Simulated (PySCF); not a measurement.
**Peak assignment**

Mapped SMILES: `[CH2:1]=[CH:2][CH:3]=[C:4]=[CH:5]/[CH:6]=[CH:7]/[C:8]#[N:9]` (H(Xn): hydrogen on atom n). Ha(C1) is cis to C3; Hb(C1) is trans to C3.

- σ from GIAO-PBE0/pcSseg-1
- coordinates at the GFN2-xTB level
- program: PySCF 2.14
- one computed conformer, non-relativistic, in vacuum

Referencing at the same level of theory: TMS for 13C and 1H.

Task: Assign these signals to the numbered atoms. 13C{1H} NMR (computed): δ 233.7, 156.3, 138.4, 126.9, 123.3, 104.3, 103.2, 100.9.

Result: 
| δ (ppm) | atoms | environment | reason |
| --- | --- | --- | --- |
| 233.7 | C4 | central carbon of an allene | the central sp carbon of an allene is among the most deshielded carbons of hydrocarbons |
| 156.3 | C6 | alkene CH | an sp2 carbon of a C=C bond |
| 138.4 | C2 | alkene CH | – |
| 126.9 | C1 | terminal =CH2 carbon | the olefinic region |
| 123.3 | C8 | nitrile carbon | C≡N carbons fall here, among the sp2 signals but without a proton |
| 104.3 | C7 | alkene CH | as expected for a trigonal carbon in a double bond |
| 103.2 | C3 | terminal carbon of a cumulated C=C=C unit | – |
| 100.9 | C5 | terminal carbon of a cumulated C=C=C unit | – |

C7 and C3 lie closer than the usual error of such a calculation, so a measured spectrum could show them in the other order.

Task: Assign these signals to the numbered atoms. 1H NMR (400 MHz, computed): δ 7.05 (m, 1H), 6.47 (m, 1H), 6.42 (m, 1H), 6.40 (m, 1H), 5.69 (m, 1H), 5.54 (m, 1H), 5.34 (d, 1H).

Result: 
| δ (ppm) | atoms | environment | reason |
| --- | --- | --- | --- |
| 7.05 | H(C6) | hydrogen on an alkene CH | a vinylic proton, deshielded by the sp2 carbon and the C=C anisotropy |
| 6.47 | H(C3) | hydrogen on a terminal carbon of a cumulated C=C=C unit | a vinylic proton, deshielded by the sp2 carbon and the C=C anisotropy |
| 6.42 | H(C2) | hydrogen on an alkene CH | attached to an sp2 carbon and in the plane of the double bond |
| 6.40 | H(C5) | hydrogen on a terminal carbon of a cumulated C=C=C unit | a vinylic proton, deshielded by the sp2 carbon and the C=C anisotropy |
| 5.69 | Ha(C1) | hydrogen on a terminal =CH2 carbon | attached to an sp2 carbon and in the plane of the double bond |
| 5.54 | Hb(C1) | hydrogen on a terminal =CH2 carbon | – |
| 5.34 | H(C7) | hydrogen on an alkene CH | olefinic region |

H(C3) and H(C2); H(C2) and H(C5) lie closer than the usual error of such a calculation, so a measured spectrum could show them in the other order.

Shifts are as computed. Against solution values, carbons near 30 ppm lie about +3 ppm off and those near 130 ppm about +5 ppm. Of 1211 compounds with measured shifts, 218 miss one by over three times the rms of a fit or turn the order of signals round; such compounds aren't used in these exercises. No couplings were computed; multiplicities are counted from neighbouring protons, with m where these are inequivalent, close in shift, in a saturated or five-membered ring or joined by F or P, and br s for small geminal =CH2 splittings.
